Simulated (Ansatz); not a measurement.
CH5Al2, SMILES `[CH3][Al-][AlH2]` (singlet; the order of the spin states depends on the level) (charge -1, multiplicity 1). This singlet lies 0.14 eV below the relaxed triplet at the level frozen-core CCSD(T)/aug-cc-pVDZ // PBE0-D3(BJ)/def2-TZVPD (Ansatz, an electronic-structure program); other levels give the other order.

Method: frozen-core CCSD(T)/aug-cc-pVTZ // PBE0-D3(BJ)/def2-TZVPD (Ansatz).

Ansatz 0.2 input:
```yaml
crystal:
  periodic: [false, false, false]
  atoms:
    - { symbol: C, position_ang: [-1.849233, 0.092202, -0.025884] }
    - { symbol: Al, position_ang: [-0.089396, -0.432932, -0.871761] }
    - { symbol: Al, position_ang: [2.183972, -0.01325, 0.235346] }
    - { symbol: H, position_ang: [-2.718949, -0.168489, -0.636518] }
    - { symbol: H, position_ang: [-1.961721, -0.389341, 0.953875] }
    - { symbol: H, position_ang: [-1.87105, 1.174766, 0.154747] }
    - { symbol: H, position_ang: [3.213458, 1.047128, -0.482548] }
    - { symbol: H, position_ang: [3.092918, -1.310086, 0.672745] }
basis:
  gaussian: { orbitals: aug-cc-pVTZ }
correlation:
  method: ccsd_t
total_charge: -1
```

Output:

```
Functional definition: HF
1486 factors; integrals over basis functions are off by at most 1.2e-3 eV
mean field evaluation 1: about -14273.0911 eV, gradient 1.9e1 eV
mean field evaluation 2: about -14273.1522 eV, gradient 2.0e1 eV
mean field evaluation 4: about -14275.1653 eV, gradient 2.7e0 eV
mean field evaluation 8: about -14275.2338 eV, gradient 3.2e-1 eV
mean field evaluation 16: about -14275.2360 eV, gradient 3.3e-6 eV
mean field evaluation 32: about -14268.4938 eV, gradient 2.2e0 eV
mean field evaluation 64: about -14272.1205 eV, gradient 1.3e-2 eV
mean field -14275.23604364 eV, -524.6052485013 hartree, gradient 3.3e-6 eV, S^2 0.000000; 0 other end points of the search recorded, 0 dependent functions left out; unrestricted orbitals would lower it
11 core orbitals not correlated
reference -14275.23604364 eV, -524.6052485013 hartree; 8, 8 occupied and 242, 242 virtual orbitals, 1486 factors
second order -9.83548876 eV of doubles, -0.00000000 eV of singles
cycle   1  -10.63146738 eV  change   -8.0e-1 eV  update   1.0e-1
cycle   2  -11.02648245 eV  change   -4.0e-1 eV  update   4.2e-2
cycle   3  -11.10788161 eV  change   -8.1e-2 eV  update   2.3e-2
cycle   4  -11.09841954 eV  change    9.5e-3 eV  update   9.7e-3
cycle   5  -11.09584425 eV  change    2.6e-3 eV  update   4.8e-3
cycle   6  -11.09553663 eV  change    3.1e-4 eV  update   2.0e-3
cycle   7  -11.09539422 eV  change    1.4e-4 eV  update   9.6e-4
cycle   8  -11.09564827 eV  change   -2.5e-4 eV  update   5.1e-4
cycle   9  -11.09572191 eV  change   -7.4e-5 eV  update   2.4e-4
cycle  10  -11.09560107 eV  change    1.2e-4 eV  update   1.2e-4
cycle  11  -11.09560494 eV  change   -3.9e-6 eV  update   5.8e-5
cycle  12  -11.09562802 eV  change   -2.3e-5 eV  update   2.3e-5
cycle  13  -11.09564160 eV  change   -1.4e-5 eV  update   1.1e-5
cycle  14  -11.09565123 eV  change   -9.6e-6 eV  update   5.1e-6
perturbative correction -0.49950727 eV, -0.0183565537 hartree
Total energy: -14286.83120214 eV, -525.0313627168 hartree
```
